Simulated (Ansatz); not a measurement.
Ansatz results at the PBE0-D4/def2-TZVP geometry: ideal-gas entropy at 298 K and 1 bar (rigid rotor, harmonic PBE0-D4/def2-TZVP) 345 J/(mol·K); HOMO–LUMO gap (ωB97M-V/def2-TZVPP) 9.13 eV; HOMO energy (PBE/def2-TZVPP) -6.03 eV.

(1) Which molecule gave them?
A. `I[B]1[S][GeH2]1`
B. `F[Si]1(Cl)[O][AlH]1`
C. `N/C=C/CBr`
D. `C#CO[CH2][AlH][OH]`

Answers

(1) A. The others give `F[Si]1(Cl)[O][AlH]1`: 335, 8.68, -5.85; `N/C=C/CBr`: 338, 10.03, -5.12; `C#CO[CH2][AlH][OH]`: 358, 11.22, -6.50.
